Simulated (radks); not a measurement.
The numbers below are computed, except where a source is named.
Valence configurations of Ce+ (all share [Xe]). Code: a radial shooting solver on a logarithmic mesh with Libxc functionals. Model: scalar-relativistic Kohn-Sham, BLYP, spin-polarised, spherical densities, point nucleus; open shells are filled with parallel spins first (spin-orbit coupling, left out, can overturn this in heavy ions). Energies are relative to 4f1 5d2; eigenvalues in eV for spin up.

| valence | E (eV) | moment (Bohr magnetons) | e(4f) | e(5d) | e(6p) | e(6s) |
|---|---|---|---|---|---|---|
| 4f1 5d2 | 0.000 | 3 | -9.404 | -7.500 | - | - |
| 4f2 5d1 | -0.128 | 3 | -4.883 | -6.384 | - | - |
| 4f1.5 5d1.5 | -0.493 | 3 | -6.951 | -6.917 | - | - |
| 5d2 6p1 | 8.118 | 3 | - | -10.950 | -6.427 | - |
| 4f1 5d1 6p1 | 2.964 | 3 | -12.472 | -9.569 | -6.169 | - |
| 5d3 | 4.112 | 3 | - | -8.690 | - | - |
| 4f1.5 5d0.5 6s1 | -1.067 | 3 | -8.795 | -8.104 | - | -8.516 |
| 5d1 6p2 | 13.182 | 3 | - | -13.112 | -7.513 | - |
| 5d1 6s1 6p1 | 9.461 | 3 | - | -12.363 | -7.060 | -10.761 |
| 4f0.5 5d1.5 6s1 | 1.664 | 3 | -14.282 | -9.445 | - | -9.062 |

NIST lists [Xe] 4f1 5d2 as the ground configuration; this level of theory puts 4f1.5 5d0.5 6s1 lower, by 1.067 eV. The energies are those of spherical high-spin densities, not of single terms.
